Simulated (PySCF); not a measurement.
## PrS: from constants to spectrum

UHF-MP2 constants of PrS, quartet, about 2.3 electrons in the 4f shell (Mulliken), real f orbitals that mix terms (Pr x2c-TZVPall, S x2c-TZVPall; spin-free X2C with a Gaussian nucleus (PySCF 2.14); masses 140.9076 and 31.9721 u):

```
ωe   : 484.4 cm⁻¹
ωexe : 0.88 cm⁻¹
Be   : 0.12073 cm⁻¹
αe   : 0.000312 cm⁻¹
```

Q: What force constant and bond length do these constants imply?

A: Reduced mass μred = 26.059 u; k = 5.8918×10⁻⁷·μred·ωe² (u, cm⁻¹, mdyn/Å) = 3.60 mdyn/Å; Re = √(16.8576/(μred·Be)) (u, cm⁻¹, Å) = 2.315 Å.

Q: Estimate the centrifugal constant D from the Kratzer relation and find the Dunham coefficient a1.

A: D = 4Be³/ωe² = 3e-08 cm⁻¹; a1 = −1 − αeωe/(6Be²) = -2.73.

Correlated steps freeze 23 core orbitals. Spin–orbit coupling is left out, which matters for elements this heavy, above all for dissociation energies. With d or f electrons several states lie close, and the lowest PBE0 determinant need not be the measured ground state.
